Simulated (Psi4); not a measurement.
Intermolecular potential of CH4 ··· BCl3 (SMILES C and ClB(Cl)Cl), singlet. Monomers: optimised at B3LYP-D3(BJ) (def2-TZVP), held rigid. Orientation: a random orientation, not optimised. Only R, the distance of the centres of mass, is varied, so the lowest point isn't the relaxed dimer.

Geometry at R = 5.20 Å (first 5 atoms: monomer A):
```
9

C      0.0000     0.0000     0.0000
H     -0.2699    -0.0633     1.0533
H      0.1603     1.0425    -0.2716
H     -0.8046    -0.4136    -0.6065
H      0.9142    -0.5655    -0.1752
Cl     4.5667     4.0178    -2.6872
B      3.3251     3.7054    -1.5012
Cl     1.8442     2.9141    -1.9771
Cl     3.5645     4.1841     0.1600
```

Levels: PBE/def2-TZVP, counterpoise-corrected (Psi4); PBE-D3(BJ)/def2-TZVP, counterpoise-corrected (Psi4); SAPT0/jun-cc-pVDZ, frozen core (Psi4).

Interaction energies in kJ/mol; the last columns give the difference from SAPT0:

```tsv
R / Å	PBE/def2-TZVP	PBE-D3(BJ)/def2-TZVP	SAPT0/jun-cc-pVDZ	PBE/def2-TZVP − SAPT0/jun-cc-pVDZ	PBE-D3(BJ)/def2-TZVP − SAPT0/jun-cc-pVDZ
4.58	7.97	4.23	8.94	-0.97	-4.70
4.77	3.37	0.18	3.75	-0.38	-3.58
4.99	0.78	-1.86	0.84	-0.06	-2.70
5.20	-0.27	-2.44	-0.32	0.05	-2.13
5.40	-0.63	-2.42	-0.72	0.09	-1.70
5.61	-0.69	-2.14	-0.80	0.11	-1.34
5.93	-0.56	-1.59	-0.69	0.14	-0.90
6.19	-0.40	-1.19	-0.56	0.15	-0.63
6.68	-0.18	-0.65	-0.35	0.16	-0.30
7.37	-0.04	-0.28	-0.18	0.13	-0.10
8.41	0.00	-0.10	-0.07	0.07	-0.03
9.70	0.00	-0.04	-0.03	0.03	-0.01
```

PBE/def2-TZVP is furthest from SAPT0/jun-cc-pVDZ at 4.58 (-0.97 kJ/mol, below); its mean absolute difference over the points is 0.20 kJ/mol.

PBE-D3(BJ)/def2-TZVP is furthest from SAPT0/jun-cc-pVDZ at 4.58 (-4.70 kJ/mol, below); its mean absolute difference over the points is 1.51 kJ/mol.
